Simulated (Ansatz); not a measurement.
Program: Ansatz. Geometries: PBE0-D4/def2-TZVP. ΔE: electronic, gas phase. CCSD(T)/CBS is the MP2 limit (def2-TZVPP, def2-QZVPP) plus CCSD(T) − MP2 in def2-TZVPP, frozen cores. Functionals use def2-TZVPP. For Mg outer-core shells are correlated without core-valence functions, which leaves a few kJ/mol of doubt a bond. Each species was taken in one conformer, which may not be the lowest.

`[SH][Al]([Cl])[Cl]` + `[NH2][Mg][F]` → `[NH2][Al]([SH])[Cl]` + `[F][Mg][Cl]`  (redistribution)

```json
{"level": "revPBE-D4", "ΔE (kcal/mol)": "-16.4", "difference from CCSD(T)/CBS": "1.0"}
{"level": "BLYP-D4", "ΔE (kcal/mol)": "-16.7", "difference from CCSD(T)/CBS": "0.7"}
{"level": "B97M-V", "ΔE (kcal/mol)": "-18.3", "difference from CCSD(T)/CBS": "-0.9"}
{"level": "PBE-QIDH", "ΔE (kcal/mol)": "-17.9", "difference from CCSD(T)/CBS": "-0.5"}
{"level": "BHLYP", "ΔE (kcal/mol)": "-19.3", "difference from CCSD(T)/CBS": "-1.9"}
{"level": "LC-ωPBE", "ΔE (kcal/mol)": "-18.1", "difference from CCSD(T)/CBS": "-0.7"}
{"level": "RPA@PBE/def2-TZVPP", "ΔE (kcal/mol)": "-16.5", "difference from CCSD(T)/CBS": "0.9"}
{"level": "HF/def2-SVP", "ΔE (kcal/mol)": "-21.4", "difference from CCSD(T)/CBS": "-4.0"}
{"level": "MP2/def2-TZVPP", "ΔE (kcal/mol)": "-16.7", "difference from CCSD(T)/CBS": "0.7"}
{"level": "MP2/def2-QZVPP", "ΔE (kcal/mol)": "-17.0", "difference from CCSD(T)/CBS": "0.4"}
{"level": "CCSD(T)/CBS", "ΔE (kcal/mol)": "-17.4", "difference from CCSD(T)/CBS": "0"}
```

Largest T1 diagnostic among the species: 0.011.

From BLYP to BHLYP (50 % exact exchange), in def2-TZVPP and without D4, ΔE moves by −2.4 kcal/mol. In def2-TZVPP, CCSD(T) changes the Hartree–Fock value by +4.1 kcal/mol (the triples alone add +0.6 kcal/mol) and MP2 by +4.6 kcal/mol.
